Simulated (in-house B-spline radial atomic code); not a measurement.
**RPA and G0W0 on HSE06: Al6+**

Configuration [He] 2s2 2p3, highest spin, mean-field start HSE06. Computed with a B-spline radial code for spherical atoms: all electrons, non-relativistic, point nucleus, each spin shell either full or empty, empty states to l = 9 with an (l + 1/2)⁻⁴ tail; G0W0 by contour deformation at full frequency.

Command:
```bash
python run_gw.py task.json out
```
Settings (radii: box in bohr, nucleus in fm):
```
Z                        13
electrons                7
configuration            [He] 2s2 2p3
hamiltonian              nr
method                   hse06
lmax                     9
spin_polarised           True
box_radius               9.29
intervals                46
```

Time taken, with all properties: 1.4 s on 1 thread of Arm Neoverse N1, on a shared host.

Energies (hartree):

| term | value |
| --- | --- |
| mean-field total | -223.23702 |
| Hartree-Fock functional on these orbitals | -223.12179 |
| direct second order | -0.41174 |
| second-order exchange | 0.19689 |
| SOSEX correction | 0.17909 |

(1) What is the RPA correlation energy, and what remains with SOSEX?

Quasi-particle levels (eV):

```
  level  occupied  mean field  Σx - vxc     Σc  QP weight     G0W0
  2p up       yes     -226.75    -16.74      ?          ?        ?
2s down       yes     -246.22    -10.20  -2.89      0.974  -259.32
2p down        no     -203.61     17.32  -4.12      0.979  -190.42
```

G0W0 = mean field + (Σx - vxc) + Σc, with Σc (partial-wave tail included) taken at the quasi-particle energy. Levels of low weight are left out.

(2) Where does G0W0 put 2p up?

## Answers

(1) RPA gives -0.37251 hartree (-1.45 eV per electron); RPA + SOSEX gives -0.19342, and the second-order doubles -0.21484 hartree (no singles). SOSEX takes back 48 % of the RPA value.

(2) At -241.89 eV, with Σc = 1.61 eV and a quasi-particle weight of 0.972. The tabulated removal energy is 241.76 ± 0.09 eV (NIST, semi-empirical); the calculation leaves out relativity, Breit and QED terms, and what these don't explain is the method's own error.
